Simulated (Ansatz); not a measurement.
Cost and result for the atomization energy of CH5ClO2Si, SMILES `C[Si](O)(O)Cl` (10 atoms, 9 bonds).

```xyz
10

C     0.338   -0.654   -1.211
Si   -0.196    0.138    0.361
O     1.036    0.730    1.260
O    -1.207    1.354   -0.023
Cl   -1.160   -1.262    1.545
H     0.986   -1.510   -1.013
H     0.889    0.067   -1.820
H    -0.527   -0.998   -1.780
H     1.340    0.200    1.998
H    -1.498    1.934    0.682
```

The species carries charge 0 and has multiplicity 1. The structure was optimised at the PBE0-D4/def2-TZVP level. It is one conformer, not always the lowest. Program: Ansatz. All runs use 4 threads of an AMD EPYC 9R45 on a shared host. Times are those of one run each, without the atoms' runs, and a repeat can differ threefold. Electronic energies, without spin–orbit coupling; frozen cores. CCSD(T)/CBS adds CCSD(T) − MP2 in def2-TZVPP to the MP2 limit, and its time is that of the two runs behind it. T1 = 0.010. B3LYP takes the VWN-RPA correlation (the form of Gaussian; ORCA's B3LYP/G).

CCSD(T)/CBS is a level of theory with its own doubt, some kJ/mol a heavy atom from the limit and from the frozen cores, so smaller differences don't rank the functionals.

```csv
level,functions,wall time
PBE-D4/def2-TZVPP (with forces),247,1.1 s
BHLYP-D4/def2-TZVPP,247,1.2 s
CAM-B3LYP-D4/def2-TZVPP,247,1.4 s
r2SCAN-D4/def2-TZVPP (with forces),247,1.6 s
CCSD(T)/def2-SVP,103,1.6 s
r2SCANh-D4/def2-TZVPP,247,1.8 s
B3LYP-D4/def2-TZVPP (with forces),247,1.9 s
B2PLYP/def2-TZVPP,247,2 s
PBE-QIDH/def2-TZVPP,247,2 s
B97M-V/def2-TZVPP,247,2.5 s
MP2/def2-QZVPP,461,7 s
CCSD(T)/def2-TZVPP,247,39 s
CCSD(T)/CBS(def2),–,46 s
```

(1) What atomization energy does each give, and how far from CCSD(T)/CBS? (An estimate is asked.)

## Answers

(1) The calculation gave: 
```json
{"level": "PBE-D4/def2-TZVPP (with forces)", "atomization (kJ/mol)": "3951.7", "difference from CCSD(T)/CBS": "25.6", "per bond": "2.8"}
{"level": "BHLYP-D4/def2-TZVPP", "atomization (kJ/mol)": "3772.7", "difference from CCSD(T)/CBS": "-153.4", "per bond": "-17.0"}
{"level": "CAM-B3LYP-D4/def2-TZVPP", "atomization (kJ/mol)": "3911.6", "difference from CCSD(T)/CBS": "-14.5", "per bond": "-1.6"}
{"level": "r2SCAN-D4/def2-TZVPP (with forces)", "atomization (kJ/mol)": "3920.2", "difference from CCSD(T)/CBS": "-5.9", "per bond": "-0.7"}
{"level": "CCSD(T)/def2-SVP", "atomization (kJ/mol)": "3613.5", "difference from CCSD(T)/CBS": "-312.6", "per bond": "-34.7"}
{"level": "r2SCANh-D4/def2-TZVPP", "atomization (kJ/mol)": "3892.9", "difference from CCSD(T)/CBS": "-33.2", "per bond": "-3.7"}
{"level": "B3LYP-D4/def2-TZVPP (with forces)", "atomization (kJ/mol)": "3882.6", "difference from CCSD(T)/CBS": "-43.5", "per bond": "-4.8"}
{"level": "B2PLYP/def2-TZVPP", "atomization (kJ/mol)": "3857.9", "difference from CCSD(T)/CBS": "-68.2", "per bond": "-7.6"}
{"level": "PBE-QIDH/def2-TZVPP", "atomization (kJ/mol)": "3875.4", "difference from CCSD(T)/CBS": "-50.7", "per bond": "-5.6"}
{"level": "B97M-V/def2-TZVPP", "atomization (kJ/mol)": "3918.3", "difference from CCSD(T)/CBS": "-7.8", "per bond": "-0.9"}
{"level": "MP2/def2-QZVPP", "atomization (kJ/mol)": "3975.6", "difference from CCSD(T)/CBS": "49.5", "per bond": "5.5"}
{"level": "CCSD(T)/def2-TZVPP", "atomization (kJ/mol)": "3809.7", "difference from CCSD(T)/CBS": "-116.4", "per bond": "-12.9"}
{"level": "CCSD(T)/CBS(def2)", "atomization (kJ/mol)": "3926.1", "difference from CCSD(T)/CBS": "0.0", "per bond": "0.0"}
```

Leaving LDA and LC-ωPBE aside and taking each functional with its dispersion term where it has one, the values spread over 179.0 kJ/mol, from BHLYP-D4 to PBE-D4. LDA lies +526.0 kJ/mol from PBE without D4, its usual overbinding. From PBE to PBE0 (25 % exact exchange), in def2-TZVPP and without D4, the atomization energy moves by −64.4 kJ/mol: exact exchange takes away binding that semilocal exchange gives to molecules. The D4 term adds +37.2 kJ/mol with B3LYP and +19.4 kJ/mol with PBE0; it sums over pairs of atoms, weighted by their polarisabilities, and B3LYP, whose exchange is more repulsive, gets the larger term.
